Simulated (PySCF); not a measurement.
Coordinates in bohr (charge 0 multiplicity 5):
```
Os    0.0000    0.0000   -0.5490
S     3.3885    0.0000    1.6471
S    -3.3885    0.0000    1.6471
```

Method: UB3LYP in PySCF with Os def2-SVP with ECP60, S def2-SVP; scalar-relativistic core potentials, no spin–orbit coupling; density-fitted integrals.

This geometry of OsS2 is a stationary point at this level.

(1) What is the point group?

(2) Is it a minimum?

(3) Give the atomic charges and bond orders.

(4) Give the ideal-gas entropy at 298.15 K and 1 bar by parts.

Results:

(1) C2v.

(2) Yes: all harmonic wavenumbers are real.

(3) 
```tsv
atom	Mulliken	Löwdin	polar tensor	spin (Mulliken)	Mayer order to Os1
Os1	0.25	-0.42	0.57	2.74	–
S2,3	-0.12	0.21	-0.29	0.63	2.03
```

(4) translation 178.0, rotation 105.5, vibration 16.8, spin 13.4; total 313.7 J/(mol K).

Only a few start shapes were tried, so a lower isomer may exist. With open d or f shells other occupations or spin states may lie lower. At this level a broken-symmetry Ms = 0 minimum of C2v symmetry lies 25 kJ/mol below this structure. Spin–orbit coupling, left out here, can matter for elements this heavy.
